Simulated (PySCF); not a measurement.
# One molecule, several mistakes: ClGeH2NSi

These are calculations, not measurements. The program is PySCF 2.14.0, an open-source quantum chemistry code, run on an isolated molecule that a program drew, which may never have been made. The molecule is ClGeH2NSi (charge 0, singlet), drawn as the SMILES string `[NH]=[Ge]([SiH])[Cl]`.

Each row is a Hartree-Fock (HF) and frozen-core CCSD(T) single point in the cc-pV(D+d)Z basis, meant for a local HF minimum. Run 1 is clean. Each other run has one planted mistake out of seven kinds, and not every kind appears here: one electron removed, one electron added, multiplicity raised by two, geometry at a saddle point, minimal basis STO-3G, one bond length entered in bohr, all coordinates scaled. The reference is restricted for singlets and unrestricted otherwise, and also for a bond in bohr. Adding or removing an electron swaps singlet and doublet. Electrons count all cores. HOMO and LUMO are orbital energies over both spins, the gradient is its largest component, and the lowest frequency (negative if imaginary) is given only where the gradient is small. Bond lengths are over the 5 bonds as drawn. T1 is the CCSD diagnostic: over 0.02 (restricted) or 0.045 (unrestricted) a single reference is doubtful. Germanium has the cc-pVDZ-PP basis, with a core potential (ECP10MDF) in place of its 10 inner electrons, and its 3s, 3p and 3d shells are frozen in CCSD(T).

Geometry of the clean run:
```xyz
6
ClGeH2NSi, angstrom
N     1.3054   -0.6444    0.8814
Ge   -0.0474   -1.6213    0.7779
Si   -0.9623   -3.2747   -0.7589
Cl   -1.7398   -1.5697    2.2071
H     1.3438   -0.0307    1.6832
H    -0.4689   -4.3704    0.1551
```

| run | electrons | basis functions | <S^2> | HOMO (eV) | LUMO (eV) | gradient (hartree/bohr) | lowest frequency (cm^-1) | mean bond (Å) | longest bond (Å) | T1 | HF (hartree) | CCSD(T) (hartree) | mistake |
|---|---|---|---|---|---|---|---|---|---|---|---|---|---|
| 1 | 72 | 93 | 0.000 | -9.74 | -0.81 | 1.2e-05 | 33 | 1.7687 | 2.436 | 0.0205 | -1097.37045 | -1097.90907 | no fault |
| 2 | 72 | 93 | 0.000 | -9.83 | -1.14 | 5.3e-05 | -123 | 1.7690 | 2.457 | 0.0222 | -1097.36797 | -1097.90963 | geometry at a saddle point |
| 3 | 71 | 93 | 1.000 | -15.09 | -6.57 | 1.0e-01 | - | 1.7687 | 2.436 | 0.0528 | -1097.09516 | -1097.57867 | one electron removed |
| 4 | 72 | 93 | 2.356 | -8.88 | -1.17 | 4.7e-02 | - | 1.7687 | 2.436 | 0.0539 | -1097.34578 | -1097.86010 | multiplicity raised by two |
| 5 | 72 | 93 | 1.389 | -8.29 | -0.60 | 3.3e-02 | - | 2.2021 | 4.603 | 0.0550 | -1097.30889 | -1097.81865 | one bond length entered in bohr |
| 6 | 72 | 93 | 0.000 | -9.68 | -0.95 | 2.7e-02 | - | 1.8235 | 2.511 | 0.0223 | -1097.36512 | -1097.90977 | ? |

**Which mistake was planted in run 6, and what did it cost?**

The mean and the longest bond both change by the same factor, 1.031, and the gradient is no longer small. So the mistake is: all coordinates scaled. Subtracting run 1 and multiplying by 627.51 kcal/mol a hartree, the energy moved by 3.3 kcal/mol in HF and -0.4 kcal/mol in CCSD(T).

Cautions from the logs. Run 1: T1 is over the limit, so its CCSD(T) energy is less reliable; run 2: T1 is over the limit, so its CCSD(T) energy is less reliable; run 3: T1 is over the limit, so its CCSD(T) energy is less reliable; run 4: T1 is over the limit, so its CCSD(T) energy is less reliable; run 5: T1 is over the limit, so its CCSD(T) energy is less reliable; run 6: T1 is over the limit, so its CCSD(T) energy is less reliable.
